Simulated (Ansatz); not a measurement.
The cluster CuSi6⁺, relaxed as a singlet with RKS B3LYP-D4/def2-SVP in Ansatz, starting from the GFN1-xTB geometry. Force threshold 0.02 eV/Å.

The restricted singlet is unstable towards broken spin symmetry in Hartree–Fock (as tested in another run); at B3LYP-D4/def2-SVP this wasn't settled. The relaxation made no stability test and no search for a lower SCF solution. No other spin state of charge 1 was run. Another isomer (singlet) lies 1.46 eV lower at PBE0-D4/def2-TZVP; other spin states weren't run for this one.

Start:

```tsv
atom	x (Å)	y (Å)	z (Å)
Cu1	-2.3145	0.0738	0.8611
Si2	0.8385	3.1320	-0.1587
Si3	-1.0945	1.9802	0.5090
Si4	-0.5586	-1.2751	0.1342
Si5	0.9151	0.8083	-0.2986
Si6	0.4908	-3.3458	-0.3459
Si7	1.7232	-1.3734	-0.7010
```

Task: Estimate the energy that the relaxation releases and the steps that it takes.

Result: 16.5 kJ/mol, in 16 steps; 48 s on 4 threads of Arm Neoverse V2 on a shared host. The force fell under the threshold at step 9, but the optimiser went on and released 0.003 eV more. No frequencies were taken in this run, so the end may be a saddle point.

Task: Does the start keep its bonding and symmetry?

Result: Bonds formed: Cu1–Si5 (atoms count from 1). Point group Cs at the start, Cs at the end, both within 0.05 Å.

Task: Predict the relaxed structure.

Result: 
```tsv
atom	x (Å)	y (Å)	z (Å)
Cu1	-2.027	0.210	0.760
Si2	0.901	2.934	-0.188
Si3	-1.130	2.300	0.532
Si4	-0.595	-1.516	0.144
Si5	0.512	0.663	-0.156
Si6	0.673	-3.338	-0.415
Si7	1.666	-1.253	-0.679
```
Bond lengths: 8 × Si–Si 2.25 to 2.46 Å; 3 × Cu–Si 2.29 to 2.74 Å.
